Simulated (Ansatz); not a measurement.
A run for Ansatz (a program for electronic structure): R-r2SCAN/def2-TZVPP on BFH4N2 (SMILES NB(N)F), a point of a torsion scan.

Ansatz 0.2 input:
```yaml
crystal:
  periodic: [false, false, false]
  atoms:
    - {symbol: N, position_ang: [1.00214887, -0.53608105, 0.18081820]}
    - {symbol: B, position_ang: [0.32907182, 0.63482176, 0.63007177]}
    - {symbol: N, position_ang: [0.65241171, 1.93200317, 0.21891552]}
    - {symbol: F, position_ang: [-0.81459769, 0.49001565, 1.32427591]}
    - {symbol: H, position_ang: [1.31003242, -1.22052569, 0.85046599]}
    - {symbol: H, position_ang: [1.74764227, -0.38170820, -0.48143392]}
    - {symbol: H, position_ang: [0.05362115, 2.71153104, 0.42292605]}
    - {symbol: H, position_ang: [1.43991172, 2.16776012, -0.35490164]}
basis:
  gaussian:
    orbitals: def2-TZVPP
hamiltonian:
  xc: {name: r2SCAN}
scf: {lower_state_search: off}
```

The log:

```
WARN ansatz: RAYON_NUM_THREADS=1 ignored (pool sized by the plan → 1); use --threads N
Functional definition: r2SCAN
these checks for a lower state are left out or cut short: stability, starts, cluster_reference, orbital_swaps, neighbouring_geometries, increment
integrals: 0.07 GiB planned
871 factors; their error is unknown
mean field: 0.62 GiB planned
mean field evaluation 1: about -6428.5635 eV, gradient 8.7e1 eV
mean field evaluation 2: about -6412.7367 eV, gradient 1.2e2 eV
mean field evaluation 4: about -6441.8383 eV, gradient 7.7e0 eV
mean field evaluation 8: about -6441.9153 eV, gradient 2.8e-1 eV
mean field evaluation 16: about -6441.9154 eV, gradient 8.6e-6 eV
mean field -6441.91542040 eV, -236.7360252125 hartree, gradient 8.8e-6 eV, S^2 0.000000; 0 other end points of the search recorded, 0 dependent functions left out
reference -6441.91543127 eV, -236.7360256122 hartree; 16, 16 occupied and 164, 164 virtual orbitals, 871 factors
Total energy: -6441.91543127 eV, -236.7360256122 hartree
Checks for a lower state left out: stability, starts, cluster_reference, orbital_swaps, neighbouring_geometries, increment
```

The run converged.

Cost: roughly 1.5 core-seconds.
